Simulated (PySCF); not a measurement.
## A survey of 29Si NMR shifts

PySCF 2.14 calculation with NMR shieldings at PBE0/pcSseg-1/GIAO and geometry: GFN2-xTB; no solvent model, no relativistic terms, one computed conformer, equivalent nuclei averaged.

Shieldings were converted by a linear fit to measured shifts: 29Si: δ = 279.94 − 0.822σ (rms 8.9 ppm, 72 shifts, 25.8 ppm with the 6 outliers that the fit left out vs TMS, solution or neat liquid). Occasional misses reach two or three times the rms, and more in compound classes unlike the fitted ones.

(1) Give the 29Si shifts of `CC#C[SiH2]/C(F)=C\C=O`, `C#C[C@H]1NC[SiH2]1`.

(2) Match the shifts -22.3, -31.7, -70.0, -82.7, -125.2 ppm to `C#C[Si](N)(C#N)C#N`, `CC(=O)CSSC[SiH3]`, `C=N[SiH2]C1C=C1`, `C/C(CC(F)F)=C1\C[SiH2]1`, `C=C1CC=N[SiH2]1`.

Answers

(1) 
| compound | environment | δ (ppm) |
| --- | --- | --- |
| CC#C[SiH2]/C(F)=C\C=O | silicon bonded to 2 C, 2 H | -81.0 |
| C#C[C@H]1NC[SiH2]1 | silicon bonded to 2 C, 2 H, in a 4-membered ring | -28.1 |

(2) -22.3: C=C1CC=N[SiH2]1 (silicon bonded to C, N, 2 H, in a 5-membered ring); -31.7: C=N[SiH2]C1C=C1 (silicon bonded to C, N, 2 H); -70.0: CC(=O)CSSC[SiH3] (silicon bonded to C, 3 H); -82.7: C#C[Si](N)(C#N)C#N (silicon bonded to 3 C, N); -125.2: C/C(CC(F)F)=C1\C[SiH2]1 (silicon bonded to 2 C, 2 H, in a 3-membered ring).
